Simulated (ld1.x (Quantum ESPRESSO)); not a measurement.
**Which change was made? (La, TM)**

ld1.x (Quantum ESPRESSO) 7.5 input, shortened:

```
&input
   title='La', zed=57., rel=1, dft='PZ', iswitch=3,
   config='[Xe] 4f0 5d1 6s2 6p0'
 /
 &inputp
   pseudotype=2, tm=.true., lloc=-1, rcloc=2.65,
   nlcc=.false.
 /
4
5S  1  0   2.00   0.00  2.25  2.25  0.0
5P  2  1   6.00   0.00  2.85  2.85  0.0
5D  3  2   1.00   0.00  3.35  3.35  0.0
4F  4  3   0.00   0.00  1.90  1.90  0.0
 &test
   configts(1)='4f0 5s2 5p6 5d1 6s2 6p0'
 /
```

Occupied shells without a wave of their own: 6s. They enter only through the test configuration that unscreens the potential.

Cutoffs, loose and tight: the cutoffs (Ry, on a coarse ladder) from which the occupation-weighted sum of valence levels, in a spherical-Bessel basis at the reference potential, stays within 10 and 1 mRy of its value at 400 Ry. They do not see the model core or the augmentation charge, which bear on the density cutoff. Test errors are all-electron minus pseudo excitation energies from the reference, over the configurations 4f0 5s2 5p6 5d1 6s1 6p0; 4f0 5s2 5p6 5d1 6s0 6p0; 4f0 5s2 5p6 5d0 6s0 6p0; 4f0 5s2 5p6 5d1 6s1.5 6p0; 4f1 5s2 5p6 5d1 6s0 6p0; 4f0 5s2 5p5 5d1 6s2 6p0; 4f0 5s1 5p6 5d1 6s2 6p0 (two spin-polarised tests are not counted in the largest error); variants that change the core or the reference have their own tests. The largest error is taken over the tests solved by every variant that gives reliable tests at all, those not shown here included: 4f0 5s1 5p6 5d1 6s2 6p0; 4f0 5s2 5p5 5d1 6s2 6p0; 4f0 5s2 5p6 5d0 6s0 6p0; 4f0 5s2 5p6 5d1 6s0 6p0; 4f0 5s2 5p6 5d1 6s1 6p0; 4f0 5s2 5p6 5d1 6s1.5 6p0.

The base gives: outcome: generated, misses its reference levels by 0.27 eV; cutoff, loose: 30 Ry; cutoff, tight: 40 Ry; bound ghosts: none; largest test error (meV): +1336.

Task: After one change the result is: outcome: generated; cutoff, loose: 35 Ry; cutoff, tight: 45 Ry; bound ghosts: none; largest test error (meV): +550. Which change was it?
A. all radii scaled by about 0.94 (s 2.10, p 2.66, d 3.14, f 1.78 bohr); local potential all-electron potential smoothed inside 2.48 bohr (lloc = -1)
B. local potential all-electron potential smoothed inside 2.10 bohr (lloc = -1)
C. local potential all-electron potential smoothed inside 3.88 bohr (lloc = -1)

Result: A. The others give: local potential all-electron potential smoothed inside 3.88 bohr (lloc = -1) → outcome: generated, misses its reference levels by 0.31 eV; cutoff, loose: 30 Ry; cutoff, tight: 35 Ry; bound ghosts: none; largest test error (meV): +1301 | local potential all-electron potential smoothed inside 2.10 bohr (lloc = -1) → outcome: generated, misses its reference levels by 0.38 eV; cutoff, loose: 30 Ry; cutoff, tight: 40 Ry; bound ghosts: none; largest test error (meV): -2122.
